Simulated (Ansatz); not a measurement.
Total energies of C2H7NSSi, SMILES `C=NCS[SiH3]`.

Cartesian coordinates in Å:
```
C 0.297 0.508 -2.046
N 0.498 0.126 -0.864
C 0.474 1.106 0.182
S -0.879 0.741 1.350
Si -0.653 -1.385 1.440
H 0.299 -0.227 -2.849
H 0.115 1.557 -2.315
H 1.419 1.056 0.728
H 0.313 2.132 -0.173
H -1.469 -1.763 2.624
H -1.181 -2.098 0.253
H 0.767 -1.753 1.668
```

Charge 0, multiplicity 1. The geometry is a stationary point of PBE0-D4/def2-TZVP. It is one conformer, not always the lowest. Basis def2-TZVPP, Ansatz.

RPA on PBE orbitals: Hartree–Fock energy of these orbitals -820.72057 Eh, correlation -1.42319 Eh (frozen core).

```csv
functional,energy without D4 (Eh),D4 term (kJ/mol)
LDA (SPW92),-819.17928,–
revPBE,-822.74365,-87.6
BLYP,-822.85109,-63.5
r2SCAN,-822.78195,-7.2
B97M-V,-822.73475,–
PBE0,-822.49269,-24.6
B3LYP,-822.96178,-46.7
r2SCANh,-822.77161,-7.7
r2SCAN0,-822.75737,-8.5
HSE06 (plane-wave form),-822.47100,-22.9
BHLYP,-822.83017,-35.7
CAM-B3LYP,-822.86092,-25.0
LC-ωPBE,-822.62135,–
ωB97X-V,-822.77168,–
```

Give the same for PBE, ωB97M-V, B2PLYP, PBE-QIDH. (Best estimate.)

Computed: 
| functional | energy without D4 (Eh) | D4 term (kJ/mol) |
| --- | --- | --- |
| PBE | -822.41863 | -28.9 |
| ωB97M-V | -822.80852 | – |
| B2PLYP | -822.55122 | – |
| PBE-QIDH | -822.30196 | – |

B3LYP takes the VWN-RPA correlation (the form of Gaussian; ORCA's B3LYP/G). HSE06 is the plane-wave form, built on full-range PBE exchange. The double hybrids freeze the cores in their second-order part.

LC-ωPBE has ω = 0.4 bohr⁻¹.
